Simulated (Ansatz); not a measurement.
Cost and result up the ladder for the cluster Ga2Cl3 (the lowest doublet isomer of a short search) (5 atoms). Charge 0, multiplicity 2. Geometry: r2SCAN-D4/def2-SVP.

```csv
atom,x (Å),y (Å),z (Å)
Ga1,-1.399,-1.060,-0.105
Ga2,0.778,0.190,0.172
Cl3,-3.119,-0.030,-0.938
Cl4,2.395,-0.062,-1.238
Cl5,1.346,0.962,2.109
```

Ansatz on 4 threads of Arm Neoverse V1 on a shared host. Times are rough, and most runs start from the orbitals of an earlier one. r2SCAN0-D4/def2-TZVP serves as the yardstick here, not as an exact answer. Differences are given only for rows in sets of like size (and for xTB, whose basis is part of the method), since another set adds its own error. Binding counts from free atoms at the same level (Ga doublet, Cl doublet; other spins of the atoms weren't run), without zero-point energy or a counterpoise term.

The 6-31G sets use Cartesian d functions. B3LYP takes the VWN-RPA correlation. Correlated methods freeze 33 core orbitals; core or outer-core shells of Ga are correlated, in sets that lack core-valence functions. The rows differ in basis, and correlated rows in double-zeta sets carry the largest basis error. The structure comes from a short search, and lower isomers may exist.

Run but left out: HF/STO-3G (⟨S²⟩ 1.24, where a pure state has 0.75).

Correlated methods converge slowly with the basis, most of all in double-zeta sets.

```
                          level  functions  wall time  binding energy per atom (eV)  difference from r2SCAN0-D4/def2-TZVP (eV)
                       HF/6-31G         97      1.4 s                          1.61                                          –
                PBE-D4/def2-SVP        118      1.9 s                          2.63                                          –
                 B3LYP-D4/6-31G         97      2.8 s                          2.29                                          –
               PBE-D4/def2-TZVP        207      3.6 s                          2.61                                       0.04
               PBE0-D4/def2-SVP        118      3.7 s                          2.58                                          –
BLYP-D4/def2-TZVP (with forces)        207      4.3 s                          2.44                                      -0.12
                  MP2/def2-TZVP        207      6.5 s                          2.61                                       0.05
              PBE-D4/def2-TZVPD        246        7 s                          2.60                                       0.04
              PBE0-D4/def2-TZVP        207      8.5 s                          2.56                                       0.00
            r2SCAN-D4/def2-TZVP        207       11 s                          2.62                                       0.06
             PBE0-D4/def2-TZVPD        246       15 s                          2.57                                       0.01
           r2SCAN0-D4/def2-TZVP        207       15 s                          2.56                                       0.00
           r2SCAN-D4/def2-TZVPD        246       17 s                          2.63                                       0.07
               CCSD(T)/def2-SVP        118       34 s                          2.32                                          –
```
